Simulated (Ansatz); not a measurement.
H6W, SMILES [WH6-], charge -1, multiplicity 2.

Geometry optimised at B3LYP-D3(BJ)/def2-TZVPD. A frequency run showed that this geometry is not a minimum. The spin state was assumed, not searched. The def2 effective core potentials stand for the cores of W; spin–orbit coupling is left out.

Two levels are set side by side: PBE/def2-TZVPD (Ansatz, a quantum-chemistry and plane-wave program) and CAM-B3LYP/def2-TZVPD (Ansatz). Energy differences of separate SCF runs at the same geometry; the states with an electron removed or added have multiplicity 3. Differences are taken from unrounded values.

```csv
quantity,CAM-B3LYP
vertical ionisation energy (eV),4.63
```

Question: What does PBE give, and how far is it from CAM-B3LYP? (Estimate from the structure and the level; the computed values follow.)

Answer: 
```tsv
quantity	PBE	PBE minus CAM-B3LYP
vertical ionisation energy (eV)	4.07	-0.56
```
